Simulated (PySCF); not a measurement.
H₂BFS₂ (SMILES FB(S)S), singlet, at a GFN2-xTB geometry. Base run: CCSD(T)/def2-SVP run with PySCF.

Input for PySCF:
```python
from pyscf import gto, scf, cc

mol = gto.Mole()
mol.atom = '''
    B    -0.337695   -0.172646   -0.011867
    F    -1.511492   -0.772747   -0.053116
    S    -0.227638    1.447543   -0.797881
    H     1.054301    1.699412   -0.549028
    S     0.994901   -1.055282    0.824843
    H     1.961404   -0.157640    0.655004
'''
mol.basis = 'def2-svp'
mol.charge = 0
mol.spin = 0
mol.verbose = 4
mol.max_memory = 1800
mol.build()

mf = scf.RHF(mol)
mf.kernel()

mycc = cc.CCSD(mf, frozen=12)
mycc.kernel()
et = mycc.ccsd_t()
print('E(CCSD(T)) = %.10f' % (mycc.e_tot + et))
```

Problem. The base was run again with changes. Order these runs by total energy, lowest first: method = cisd | method = mp2 | method = ccsd.

Solution. method = ccsd (ΔE vs base (mEh) 14.901), method = mp2 (ΔE vs base (mEh) 52.499), method = cisd (ΔE vs base (mEh) 91.497)
